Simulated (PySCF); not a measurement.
Compound: C₅H₆F₂.
SMILES with atom numbers: `[CH2:1]=[CH:2]/[C:3]([F:4])=[C:5](\[CH3:6])[F:7]` (hydrogens: H8, H9 on C1; H10 on C2; H11, H12, H13 on C6)

Computed with PBE0-D3(BJ)/def2-SVP geometry optimisation, gas phase (PySCF).

Give the optimised bond lengths and angles.

| bond | length (Å) | order |
| --- | --- | --- |
| C1=C2 | 1.340 | double |
| C2–C3 | 1.448 | single |
| C3–F4 | 1.337 | single |
| C3=C5 | 1.347 | double |
| C5–C6 | 1.481 | single |
| C5–F7 | 1.335 | single |
| C1–H8 | 1.092 | single |
| C1–H9 | 1.091 | single |
| C2–H10 | 1.093 | single |
| C6–H11, C6–H12, C6–H13 | 1.100 | single |

Bonds in one row agree within 0.01 Å and their mean is given. Orders are formal, as drawn. A selection of angles:
| angle | degrees |
| --- | --- |
| C2–C1–H8 | 121.2 |
| C2–C1–H9 | 120.9 |
| H8–C1–H9 | 118.0 |
| C1–C2–C3 | 123.4 |
| C1–C2–H10 | 120.0 |
| C3–C2–H10 | 116.6 |
| C2–C3–F4 | 115.4 |
| C2–C3–C5 | 126.8 |
| F4–C3–C5 | 117.8 |
| C3–C5–C6 | 128.6 |
| C3–C5–F7 | 118.0 |
| C6–C5–F7 | 113.5 |
| C5–C6–H11 | 112.4 |
| C5–C6–H12 | 110.0 |
| H11–C6–H12 | 108.6 |
| H12–C6–H13 | 107.3 |

Dihedral angles: C1–C2–C3–F4 0° (synperiplanar); C2–C3–C5–C6 0° (synperiplanar).

The 7 heavy atoms lie in one plane (0.001 Å rms). Of the pairs four or more bonds apart, H10···H11 is among the closest relative to their van der Waals radii: 2.12 Å, 88 % of the sum of Bondi's values. The C–C distances run from 1.340 Å (C1=C2, drawn double) to 1.481 Å (C5–C6, drawn single), a spread of 0.141 Å.

Point group: Cs (every atom within 0.08 Å of its image). No frequency check. The numbers are those of one conformer.
